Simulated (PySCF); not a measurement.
**Fe⁺ (iron, charge +1): UHF calculation**

Configuration: [Ar] 3d6 4s1, high-spin 6D determinant. Computed with PySCF 2.14 in def2-TZVP (6s4p4d1f, 45 functions), with the non-relativistic Hamiltonian (point nucleus).

```json
{
  "Total energy": "-1262.193370 hartree",
  "One-electron energy": "-1736.7406 hartree",
  "Hartree (Coulomb) energy": "528.8567 hartree",
  "Exchange energy": "-54.3095 hartree",
  "Kinetic energy": "1262.16992 hartree",
  "⟨S²⟩": "8.7526",
  "⟨L²⟩": "6.015",
  "Sum of ⟨r⟩": "18.13 bohr",
  "Sum of ⟨r²⟩": "25.32 bohr²",
  "Traceless quadrupole moment −½Σ⟨3z² − r²⟩ along its main axis": "0.342 e·bohr²",
  "Density at the nucleus (Gaussians lack the cusp)": "11600 bohr⁻³",
  "Spin density at the nucleus": "4.93 bohr⁻³",
  "Langevin diamagnetic susceptibility": "-20.1 ×10⁻⁶ cm³/mol",
  "Time after the integrals": "0.28 s of wall time on 1 thread of Neoverse-N1 (shared host)"
}
```

```csv
shell,electrons,mean orbital energy (eV),spread (eV),"rms radius, mean of both spins (bohr)"
1s α,1,-7120.7,0,0.0685
1s β,1,-7120.5,0,0.0685
2s α,1,-878.98,0,0.292
2s β,1,-875.49,0,0.292
2p α,3,-755.89,0.951,0.262
2p β,3,-752.55,0.021,0.262
3s α,1,-126.64,0,0.880
3s β,1,-116.70,0,0.880
3p α,3,-88.766,2.083,0.940
3p β,3,-77.032,1.419,0.940
3d α,5,-26.950,2.411,1.21
3d β,1,-21.229,0,1.21
4s α,1,-15.228,0,3.01
```
